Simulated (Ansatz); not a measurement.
Ansatz (a first-principles code) input:

Ansatz 0.2 input:
```yaml
crystal:
  periodic: [false, false, false]
  atoms:
    - {symbol: Si, position_ang: [-0.49830147, -0.01537292, -0.09393418]}
    - {symbol: C, position_ang: [-2.27679679, -0.07677199, -0.46122146]}
    - {symbol: Br, position_ang: [0.04568207, 1.99189801, 0.68222875]}
    - {symbol: Br, position_ang: [0.68683461, -0.40073170, -1.93934135]}
    - {symbol: Br, position_ang: [0.01866084, -1.56612640, 1.40786380]}
    - {symbol: H, position_ang: [-2.83396982, -1.00406296, -0.41262045]}
    - {symbol: H, position_ang: [-2.82024223, 0.80351880, -0.78126454]}
basis:
  gaussian:
    orbitals: def2-TZVPD
hamiltonian:
  xc: {name: PBE0}
magnetization: {spin_polarized: true, initial_magnetization: 1}
output: {forces: true}
```

What final total energy does it print?

-8050.33510 Eh (PBE0/def2-TZVPD). The basis has 269 functions.

It need not be the lowest isomer of its formula.
